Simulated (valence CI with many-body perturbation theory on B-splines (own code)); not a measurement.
## Cl12+: electric-dipole lines

Level of theory: relativistic CI+MBPT: three valence electrons over a frozen Dirac-Fock core [He], a basis of 11 s, 11 p, 9 d, 7 f, 5 g, 2 h, 1 i functions for each j, with the one-electron correlation potential Σ1 (screened to all orders), the two-electron term Σ2, the three-electron term Σ3, Breit, model QED; selected single and double excitations, second order for the rest, scaled by the run's own slope (own B-spline code, finite nucleus).

No measured levels were compared; by estimate levels of excited configurations hold to 0.05 to 0.15 % of their energy, terms of the ground configuration to about 0.5 %.

Lines 151 to 200 of 236 in falling wavelength, among levels below 3647.7 × 10³ cm⁻¹, chosen from the strongest by gf and those to the six lowest levels. Wavelengths and rates use the calculated energies, so an error of 400 cm⁻¹ moves a line at 3.181 nm by 0.013 % and its rate by three times that or more. Electric multipoles are in the length gauge, E1 and E2 with the static RPA response of the core. Weak lines are less certain than strong ones. Lines between different terms over intervals too small for the method are left out, as are lines whose strength nearly cancels. The highest levels of a list are the least certain.

Names give the largest LS component (configuration and term), which can be under half, so a name can repeat, a term be missing and a line seem to break the LS rules; names also repeat where a configuration has a term twice. Letters in brackets count levels of one name in rising energy.

```tsv
λ vac (nm)	Upper	Lower	A (s⁻¹)	S (a.u.) with core polarisation	S without
3.181	2s 2p 3d 4F°_3/2	2s 2p2 4P_5/2	1.74e+09	1.11e-04	1.11e-04
3.180	2s 2p 3d 2P°_3/2 [b]	2s 2p2 2S_1/2	5.21e+11	3.31e-02	3.31e-02
3.178	2s 2p 3d 4F°_5/2	2s 2p2 4P_5/2	2.60e+10	2.47e-03	2.48e-03
3.173	2s 2p 3d 4F°_7/2	2s 2p2 4P_5/2	1.33e+11	1.67e-02	1.68e-02
3.172	2s 2p 3d 4F°_3/2	2s 2p2 4P_3/2	2.14e+10	1.35e-03	1.35e-03
3.169	2s 2p 3d 4F°_5/2	2s 2p2 4P_3/2	7.17e+10	6.75e-03	6.77e-03
3.166	2s 2p 3d 4F°_3/2	2s 2p2 4P_1/2	1.83e+10	1.14e-03	1.15e-03
3.164	2s2 3d 2D_3/2	2s2 2p 2P°_3/2	4.28e+11	2.68e-02	2.68e-02
3.162	2s2 3d 2D_5/2	2s2 2p 2P°_3/2	2.56e+12	2.40e-01	2.41e-01
3.153	2s 2p 3d 4D°_5/2	2s 2p2 4P_5/2	1.16e+10	1.08e-03	1.08e-03
3.152	2s 2p 3d 4D°_3/2	2s 2p2 4P_5/2	4.17e+09	2.58e-04	2.58e-04
3.150	2s 2p 3s 2P°_3/2 [b]	2s 2p2 4P_5/2	3.16e+09	1.95e-04	1.96e-04
3.146	2s2 3d 2D_3/2	2s2 2p 2P°_1/2	2.17e+12	1.33e-01	1.34e-01
3.146	2s 2p 3d 2D°_3/2 [a]	2s 2p2 4P_5/2	1.58e+10	9.72e-04	9.74e-04
3.145	2s 2p 3d 2D°_5/2 [a]	2s 2p2 4P_5/2	5.12e+11	4.72e-02	4.73e-02
3.144	2s 2p 3d 4D°_7/2	2s 2p2 4P_5/2	3.86e+12	4.74e-01	4.75e-01
3.144	2s 2p 3d 4D°_5/2	2s 2p2 4P_3/2	2.55e+12	2.35e-01	2.35e-01
3.144	2s 2p 3d 4D°_1/2	2s 2p2 4P_3/2	3.40e+11	1.04e-02	1.04e-02
3.144	2s 2p 3d 4D°_3/2	2s 2p2 4P_3/2	1.24e+12	7.59e-02	7.60e-02
3.141	2s 2p 3s 2P°_1/2 [b]	2s 2p2 4P_3/2	5.04e+09	1.54e-04	1.55e-04
3.141	2s 2p 3s 2P°_3/2 [b]	2s 2p2 4P_3/2	4.42e+10	2.70e-03	2.71e-03
3.138	2s 2p 3d 2D°_3/2 [a]	2s 2p2 4P_3/2	1.69e+11	1.03e-02	1.04e-02
3.137	2s 2p 3d 4D°_1/2	2s 2p2 4P_1/2	3.53e+12	1.07e-01	1.08e-01
3.137	2s 2p 3d 4D°_3/2	2s 2p2 4P_1/2	2.14e+12	1.30e-01	1.31e-01
3.136	2s 2p 3d 4P°_5/2	2s 2p2 4P_5/2	2.14e+12	1.96e-01	1.96e-01
3.136	2s 2p 3d 2D°_5/2 [a]	2s 2p2 4P_3/2	8.08e+11	7.38e-02	7.40e-02
3.135	2s 2p 3s 2P°_1/2 [b]	2s 2p2 4P_1/2	8.80e+10	2.68e-03	2.68e-03
3.135	2s 2p 3s 2P°_3/2 [b]	2s 2p2 4P_1/2	3.43e+10	2.09e-03	2.09e-03
3.134	2s 2p 3d 4P°_3/2	2s 2p2 4P_5/2	1.14e+12	6.92e-02	6.94e-02
3.131	2s 2p 3d 2D°_3/2 [a]	2s 2p2 4P_1/2	1.44e+11	8.73e-03	8.75e-03
3.126	2s 2p 3d 4P°_3/2	2s 2p2 4P_3/2	9.57e+11	5.77e-02	5.78e-02
3.124	2s 2p 3d 4P°_1/2	2s 2p2 4P_3/2	2.13e+12	6.40e-02	6.42e-02
3.119	2s 2p 3d 4P°_3/2	2s 2p2 4P_1/2	2.25e+11	1.35e-02	1.35e-02
3.118	2s 2p 3d 4P°_1/2	2s 2p2 4P_1/2	8.47e+10	2.53e-03	2.54e-03
3.113	2s 2p 3d 2F°_7/2 [b]	2s 2p2 2D_5/2	2.05e+12	2.45e-01	2.45e-01
3.113	2s 2p 3d 2F°_5/2 [b]	2s 2p2 2D_5/2	1.54e+11	1.38e-02	1.38e-02
3.112	2s 2p 3d 2F°_5/2 [b]	2s 2p2 2D_3/2	2.16e+12	1.93e-01	1.93e-01
3.101	2s 2p 3d 2D°_3/2 [b]	2s 2p2 2D_3/2	3.13e+11	1.84e-02	1.85e-02
3.100	2s 2p 3d 2D°_5/2 [b]	2s 2p2 2D_5/2	2.32e+11	2.05e-02	2.05e-02
3.099	2s 2p 3d 2D°_5/2 [b]	2s 2p2 2D_3/2	1.85e+10	1.63e-03	1.63e-03
3.085	2s 2p 3d 2P°_1/2 [b]	2s 2p2 2D_3/2	6.19e+10	1.79e-03	1.80e-03
3.079	2s 2p 3d 2P°_3/2 [a]	2s 2p2 4P_3/2	2.36e+09	1.36e-04	1.36e-04
3.073	2s 2p 3d 2P°_3/2 [a]	2s 2p2 4P_1/2	2.02e+09	1.16e-04	1.16e-04
3.067	2s 2p 3d 2P°_1/2 [a]	2s 2p2 4P_1/2	5.63e+09	1.60e-04	1.61e-04
3.067	2p2 3p 2S°_1/2	2s 2p2 2D_3/2	1.51e+10	4.29e-04	4.29e-04
3.064	2s 2p 3p 4D_1/2	2s2 2p 2P°_3/2	8.88e+10	2.52e-03	2.51e-03
3.059	2s 2p 3p 4D_3/2	2s2 2p 2P°_3/2	2.13e+11	1.20e-02	1.20e-02
3.054	2s 2p 3p 2P_1/2 [a]	2s2 2p 2P°_3/2	1.67e+11	4.70e-03	4.69e-03
3.052	2s 2p 3p 2P_3/2 [a]	2s2 2p 2P°_3/2	4.73e+11	2.66e-02	2.65e-02
3.048	2s 2p 3p 4D_1/2	2s2 2p 2P°_1/2	2.64e+11	7.38e-03	7.36e-03
```
